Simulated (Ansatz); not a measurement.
A made-up structure of GaH$_{4}$O$_{2}$ (charge +1), closed shell:

```json
{"atom": "O1", "x (Å)": "-0.8556", "y (Å)": "-1.4880", "z (Å)": "0.4861"}
{"atom": "Ga2", "x (Å)": "-0.7753", "y (Å)": "0.1278", "z (Å)": "-0.5789"}
{"atom": "O3", "x (Å)": "1.1819", "y (Å)": "0.6787", "z (Å)": "0.2794"}
{"atom": "H4", "x (Å)": "-1.6974", "y (Å)": "-2.1569", "z (Å)": "0.4152"}
{"atom": "H5", "x (Å)": "-1.2986", "y (Å)": "1.2866", "z (Å)": "-1.7104"}
{"atom": "H6", "x (Å)": "1.6268", "y (Å)": "0.0190", "z (Å)": "1.0165"}
{"atom": "H7", "x (Å)": "1.8181", "y (Å)": "1.5329", "z (Å)": "0.0921"}
```

It is relaxed with PBE-D4/def2-SVP and then PBE0-D4/def2-TZVP (Ansatz 0.2.0). Atoms count as bonded within 1.22 times the sum of their covalent radii (H–H: 0.88 Å). The end point is not checked to be a true minimum.

Question: Does its bonding change? (A judgement: the text doesn't fix the answer.)

Answer: By the calculation: No: no bond forms or breaks.

Where it ends: The first stage lowers the energy by 1.32 eV in 6 steps. It ends as GaH₄O₂ ([OH][GaH][OH2]), total charge +1:
```
7
angstrom
O -0.7637 -1.3284 0.4341
Ga -0.6922 0.1142 -0.5169
O 1.0552 0.6058 0.2494
H -1.5152 -1.9257 0.3709
H -1.1596 1.1489 -1.5274
H 1.4522 0.0167 0.9076
H 1.6233 1.3685 0.0823
```

Labels in which every atom is bracketed show which atoms are joined, not bond orders.

For scale, one of the runs: PBE0-D4/def2-TZVP relaxation, 134 basis functions, launched by `ansatz run in.yaml --threads 2 --pin off --events-out ev --progress --plain --max-ram 4352MiB`. Hardware: 2 CPU threads of an AMD EPYC 7R43, shared host. Wall time about 16 s.
